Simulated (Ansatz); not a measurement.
Calculated with Ansatz (gas phase, PBE0-D4/def2-TZVP geometries, no zero-point term in ΔE). CCSD(T)/CBS adds triple-zeta CCSD(T) − MP2 to the extrapolated MP2 energy (def2 sets, frozen cores). This one scheme is used for every species. DFT in def2-TZVPP. Each species was taken in one conformer, which may not be the lowest.

`C=C[Si](N)(Cl)OC` + H₂ → `CO[SiH](N)Cl` + `C=C`  (hydrogenolysis of the Si–C bond)

```tsv
level	ΔE (kcal/mol)
ωB97X-V	-2.7
PBE	-3.6
r2SCAN	-2.1
MP2/def2-QZVPP	-0.6
```

Problem. What does CCSD(T)/CBS give? (Best estimate.)

Solution. The calculation gave: -2.0 kcal/mol. The listed levels differ from it by -0.7, -1.6, -0.1, 1.4 kcal/mol.

Largest T1 diagnostic among the species: 0.011.

In def2-TZVPP, CCSD(T) changes the Hartree–Fock value by +6.9 kcal/mol (the triples alone add +1.4 kcal/mol) and MP2 by +8.5 kcal/mol. The D4 term adds +4.0 kcal/mol with B3LYP and +2.3 kcal/mol with PBE0; it sums over pairs of atoms, weighted by their polarisabilities, and B3LYP, whose exchange is more repulsive, gets the larger term.

B3LYP here is the variant with VWN-RPA as its local correlation; programs differ in this.
